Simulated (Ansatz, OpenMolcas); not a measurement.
CuOH (SMILES [Cu]O): the electronic atomisation energy, rung by rung

The species is CuOH (3 atoms), meant as a singlet with charge 0. As SMILES, `[Cu]O`. The shape is that of a PBE0-D4/def2-TZVP optimisation.

```xyz
3

Cu   -1.1528    0.2853   -0.5969
O     0.4129    0.3078    0.2600
H     0.7399   -0.5931    0.3369
```

Quantity: the electronic atomisation energy, in eV. The values are calculated. Electronic energies at fixed atoms, without zero-point motion or spin-orbit coupling.

| level | kind | program | value (eV) | CPU time (all runs) |
| --- | --- | --- | --- | --- |
| HF/cc-pVTZ | Hartree–Fock | OpenMolcas | 4.10 | 32 s |
| SVWN5/cc-pVTZ | LDA | OpenMolcas | 9.52 | 53 s |
| PBE/cc-pVTZ | GGA | OpenMolcas | 8.12 | 65 s |
| M06-L/cc-pVTZ | meta-GGA | OpenMolcas | 7.79 | 85 s |
| B3LYP/cc-pVTZ | global hybrid | OpenMolcas | 7.62 | 64 s |
| BHLYP/cc-pVTZ | global hybrid | OpenMolcas | 6.93 | 57 s |
| MP2/cc-pVTZ | perturbation theory | Ansatz | 7.95 | 19 s |
| CCSD/cc-pVTZ | coupled cluster or CI | Ansatz | 7.29 | 47 s |

The values span 4.10 to 9.52 eV. Times are those of the runs behind each value, whatever else they computed, on shared processors of several kinds: orders of magnitude only.
